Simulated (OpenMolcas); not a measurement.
## O2+, S2+, Se2+, Te2+: ns2 np2 down the group

```
Program             : OpenMolcas 26.06
Method              : MS-CASPT2, IPEA 0.25 Eh, imaginary shift 0.1 Eh
Basis               : ANO-RCC-VTZP
Scalar Hamiltonian  : DKH2, point nucleus
Spin-orbit coupling : RASSI with atomic mean-field integrals over the reference wave functions, term energies averaged over their components
```

Active space for each ion: 4 electrons in 4 orbitals (s p); closed shells correlated by CASPT2: O2+ 1s; S2+ 2s 2p; Se2+ 3d; Te2+ 4d.

Computed levels in cm-1 above 3P0:

| Level | O2+ | S2+ | Se2+ | Te2+ |
| --- | --- | --- | --- | --- |
| 3P1 | 106 | 267 | 1558 | 4140 |
| 3P2 | 313 | 750 | 3570 | 7340 |
| 1D2 | 20530 | 11040 | 12770 | 16080 |
| 1S0 | 42940 | 25790 | 27220 | 29830 |
| weight of 3P in the lowest level (%) | 100 | 100 | 99 | 94 |

Measured, with the error of the calculation in %. Measured levels: O2+ from Moore, Selected Tables of Atomic Spectra, NSRDS-NBS 3, section 11; S2+ from NIST levels in Podobedova, Kelleher and Wiese, J. Phys. Chem. Ref. Data 38, 171 (2009); Se2+ from Moore, Atomic Energy Levels, vol. II, NSRDS-NBS 35 (1971 reprint of NBS Circular 467, 1952); Te2+ from the list in Zhang, Palmeri, Quinet and Biemont, Astron. Astrophys. 551, A136 (2013).

```json
{"Level": "3P1", "O2+": "113 (-6.3)", "S2+": "299 (-10.6)", "Se2+": "1741 (-10.5)", "Te2+": "4757 (-12.9)"}
{"Level": "3P2", "O2+": "", "S2+": "833 (-10.0)", "Se2+": "3937 (-9.3)", "Te2+": "8167 (-10.1)"}
{"Level": "1D2", "O2+": "20273 (+1.3)", "S2+": "11323 (-2.5)", "Se2+": "13032 (-2.0)", "Te2+": "17360 (-7.4)"}
{"Level": "1S0", "O2+": "43186 (-0.6)", "S2+": "27161 (-5.1)", "Se2+": "", "Te2+": "30398 (-1.9)"}
```

The fine-structure level 3P2 changes by a factor of 23.5 from O2+ to Te2+.

Without spin-orbit coupling 1D lies 20320, 10520, 9760, 7830 cm-1 above 3P in that order; the difference to the level 1D2, of either sign, comes from spin-orbit coupling, which also lowers the zero.

CASPT2 breaks the degeneracy within a term, and the mean is taken; among the terms shown or strongly mixed into the levels shown the widest spread is 46 cm-1 (3s2 3p2 1D, S2+). Over all roots computed the reference weight is 0.85 to 0.99 in S2+, 0.86 to 0.98 in Se2+, 0.82 to 0.94 in Te2+; the roots of lowest weight are the least certain, and an intruder state may touch them. Computed and measured levels are paired by configuration, term and J; levels that our copy of the source lacks, or whose pairing is in doubt (as where it misses far off the trend of its configuration), stay unpaired and out of the deviations. Levels of configurations outside the active space are missing.
